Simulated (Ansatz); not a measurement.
LiN, multiplicity 3 (lowest of 2S+1 = 1, 3, 5 at CCSD(T)/def2-TZVPP on PBE0 minima; our sources give no spin for the ground state, which may be another), most abundant isotopes (7.0160 and 14.0031 u). Constants from fifth-degree fits in 1/R to seven points on the lowest solution found; no spin–orbit coupling, no relativity up to Kr; ω_e x_e and α_e move by some per cent with the fit.

Correlated levels freeze the inner cores; with def2 sets outer-core shells near the valence are correlated too.

Run with Ansatz (a program for electronic structure). 

```tsv
level	r_e (Å)	ω_e (cm⁻¹)	ω_e x_e (cm⁻¹)	α_e (cm⁻¹)
PBE/def2-TZVPP	1.8818	640.1	8.34	0.0182
CCSD(T)/def2-QZVPP	1.8721	667.8	6.10	0.0160
```

D_e from total energies of the atoms and the molecule: 1.88 eV at PBE/def2-TZVPP; 1.57 eV at CCSD(T)/def2-QZVPP.

Problem. Derive the rotational constants, the centrifugal constant, the fundamental, the zero-point energy and the force constant, and test the Morse rule for the well depth.

Solution. 
μ = 4.67412 u.
- PBE/def2-TZVPP: B_e = 16.8576/(μ r_e²) = 1.0185 cm⁻¹; B₀ = B_e − α_e/2 = 1.0094 cm⁻¹; D = 4B_e³/ω_e² = 1.03e-05 cm⁻¹; fundamental ω_e − 2ω_e x_e = 623 cm⁻¹; zero-point energy ω_e/2 − ω_e x_e/4 = 318 cm⁻¹; k = μ(2πcω_e)² = 113 N/m; a Morse well would hold ω_e²/(4ω_e x_e) = 1.52 eV against the computed D_e of 1.88 eV
- CCSD(T)/def2-QZVPP: B_e = 16.8576/(μ r_e²) = 1.0291 cm⁻¹; B₀ = B_e − α_e/2 = 1.0211 cm⁻¹; D = 4B_e³/ω_e² = 9.77e-06 cm⁻¹; fundamental ω_e − 2ω_e x_e = 656 cm⁻¹; zero-point energy ω_e/2 − ω_e x_e/4 = 332 cm⁻¹; k = μ(2πcω_e)² = 123 N/m; a Morse well would hold ω_e²/(4ω_e x_e) = 2.26 eV against the computed D_e of 1.57 eV
